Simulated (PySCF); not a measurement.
C₂H₇BFNO, SMILES COCB(N)F.

Coordinates come from a r2SCAN-D4/def2-SVP optimisation. The structure was generated by enumeration, and PubChem lists no compound with its InChIKey, so it may never have been made. Other conformers were not sampled.

Two levels are set side by side: TDDFT-PBE/def2-SVPD (PySCF) and TDDFT-LC-ωPBE/def2-SVPD (PySCF). Vertical, same geometry. The lowest singlet is HOMO→LUMO 100 % with PBE and HOMO→LUMO 40 %, HOMO→LUMO+1 21 %, HOMO→LUMO+3 16 %, HOMO→LUMO+2 12 % with the other functional; states are paired by order. Differences are taken from unrounded values.

```csv
quantity,TDDFT-LC-ωPBE,TDDFT-PBE,TDDFT-PBE minus TDDFT-LC-ωPBE
lowest singlet excitation (eV),7.38,5.43,-1.95
lowest triplet excitation (TDA) (eV),6.94,5.35,-1.59
```

A lower first singlet is the usual sign of a functional without exact exchange. Differences between two approximate levels are no errors against the true value.

Rough cost on one machine, each run with all the roots and properties that it gave: TDDFT-LC-ωPBE against TDDFT-PBE about 5 times.
